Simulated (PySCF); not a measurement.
Al₂H₄O₄, SMILES [OH][Al]([OH])[Al]([OH])[OH]. Atoms are numbered in the order given.

```xyz
10

Al     0.0000     0.0000     1.2569
O     -1.0582     1.0582     2.0855
O      1.0582    -1.0582     2.0855
Al     0.0000     0.0000    -1.2569
O     -1.0582    -1.0582    -2.0855
O      1.0582     1.0582    -2.0855
H     -1.1749     1.1749     3.0324
H      1.1749    -1.1749     3.0324
H     -1.1749    -1.1749    -3.0324
H      1.1749     1.1749    -3.0324
```

Geometry optimised at B3LYP-D3(BJ)/def2-SVP. The structure was generated by enumeration; whether it is a known compound was not checked. The values are those of a single conformer.

Two levels are set side by side: PBE/pcSseg-1 (PySCF) and HF/pcSseg-1 (PySCF). GIAO shifts against H2O (¹⁷O), TMS (¹H) at the same level; non-relativistic, no solvent, atoms listed together averaged. Differences are taken from unrounded values.

| quantity | HF | PBE | PBE minus HF |
|---|---|---|---|
| δ(¹⁷O) of O2, O3, O5, O6 (ppm) | 35.5 | 73.5 | 38.0 |
| δ(¹H) of H7, H8, H9, H10 (ppm) | 2.12 | 2.30 | 0.18 |

Rough cost on one machine, each run with all the roots and properties that it gave: HF against PBE within a factor of 2.
